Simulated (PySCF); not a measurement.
## Working out the ionisation energy of Ru⁺

Ru⁺ [Kr] 4d7 (4F) → Ru²⁺ [Kr] 4d6 (5D). Computed with PySCF 2.14 in cc-pVDZ-PP with ECP28MDF (4s4p3d1f, 38 functions), with scalar relativity through the core potential. Frozen: 4s2 4p6. Energies in hartree (1 hartree = 27.21139 eV):

```csv
part,Ru⁺ (lower),Ru²⁺ (upper)
UHF,-93.580830,-93.032934
MP2 opposite-spin,-0.064477,-0.030506
MP2 same-spin,-0.048233,-0.043107
```

What does Hartree-Fock give?

(-93.032934) − (-93.580830) = 0.547896 hartree = 14.909 eV.

What do MP2 and SCS-MP2 (6/5 opposite-spin, 1/3 same-spin) give?

The opposite-spin parts differ by 0.924 eV and the same-spin parts by 0.139 eV. MP2: 14.909 + (0.924) + (0.139) = 15.972 eV. SCS-MP2: 14.909 + 1.2 × (0.924) + (0.139)/3 = 16.064 eV.

Reference: 16.76 ± 0.06 eV (semi-empirical (NIST evaluation); NIST Atomic Spectra Database, ionization energies), between the lowest levels; spin-orbit coupling is absent from the calculation.

A double-zeta basis recovers only part of the correlation energy.

What remains against the reference includes basis incompleteness, the frozen core and correlation beyond second order.
